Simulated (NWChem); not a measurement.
CH5BO2S; SMILES OB(SC)O

```xyz
10

B      0.0476     0.8307     0.0000
O     -0.7555     1.9474     0.0000
H     -0.2711     2.7905     0.0000
O      1.4251     0.8258     0.0000
H      1.8265     1.7121     0.0000
S     -0.8296    -0.7714     0.0000
C      0.5781    -1.9419     0.0000
H      1.2056    -1.8102    -0.9011
H      0.1461    -2.9599     0.0000
H      1.2056    -1.8102     0.9011
```
Atoms are numbered in this order, from 1.

Level: PBE-D3(BJ)/def2-SVP (NWChem), optimised geometry, unscaled harmonic frequencies. 

| frequency (cm⁻¹) | IR intensity (km/mol) |
|---|---|
| 79 | 0.0 |
| 99 | 2.3 |
| 189 | 2.2 |
| 299 | 6.5 |
| 350 | 7.9 |
| 401 | 8.8 |
| 423 | 169.4 |
| 565 | 58.1 |
| 637 | 42.4 |
| 713 | 3.5 |
| 899 | 202.5 |
| 930 | 5.2 |
| 948 | 12.9 |
| 954 | 135.6 |
| 1249 | 156.0 |
| 1292 | 31.5 |
| 1383 | 254.7 |
| 1394 | 7.2 |
| 1405 | 45.7 |
| 2992 | 21.6 |
| 3100 | 4.7 |
| 3106 | 3.6 |
| 3743 | 24.2 |
| 3756 | 46.3 |

| Quantity | Value |
|---|---|
| zero-point energy | 44.2 kcal/mol |
| thermal correction to the enthalpy at 298.15 K (with zero-point energy) | 49.1 kcal/mol |
| heat capacity Cv | 23.2 cal/(mol K) |
| entropy at 298.15 K and 1 atm (symmetry number 1) | 81.8 cal/(mol K) |
| dipole moment | 3.48 D |

Rigid rotor and harmonic oscillator; modes under 100 cm⁻¹ make the entropy uncertain.
